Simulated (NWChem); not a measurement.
Molecule: MnO, sextet; SMILES [O]=[Mn]

Results from NWChem. Spin-unrestricted. All runs use the structure optimised with PBE0-D3(BJ)/def2-TZVP, spin-unrestricted. No stability test was run on the SCF state. Vertical excitations in the gas phase; the lowest state need not have the same character in each row. Excited states of an open shell can be spin-contaminated.

```json
[
 {"level": "PBE/def2-SVPD, TDA", "lowest excitation (eV)": "1.59", "oscillator strength of that lowest state": "0.004", "lowest state with f > 0.02 (eV)": "2.60", "oscillator strength of that bright state": "0.060", "lowest empty minus highest occupied level, either spin (eV)": "1.65"},
 {"level": "B3LYP/def2-SVPD, TDA", "lowest excitation (eV)": "1.61", "oscillator strength of that lowest state": "0.003", "lowest state with f > 0.02 (eV)": "2.48", "oscillator strength of that bright state": "0.074", "lowest empty minus highest occupied level, either spin (eV)": "3.27"},
 {"level": "LRC-wPBEh/def2-SVPD, TDA", "lowest excitation (eV)": "1.61", "oscillator strength of that lowest state": "0.004", "lowest state with f > 0.02 (eV)": "2.35", "oscillator strength of that bright state": "0.080", "lowest empty minus highest occupied level, either spin (eV)": "7.23"},
 {"level": "CAM-B3LYP/def2-SVPD, TDA", "lowest excitation (eV)": "1.63", "oscillator strength of that lowest state": "0.004", "lowest state with f > 0.02 (eV)": "2.33", "oscillator strength of that bright state": "0.077", "lowest empty minus highest occupied level, either spin (eV)": "5.52"}
]
```
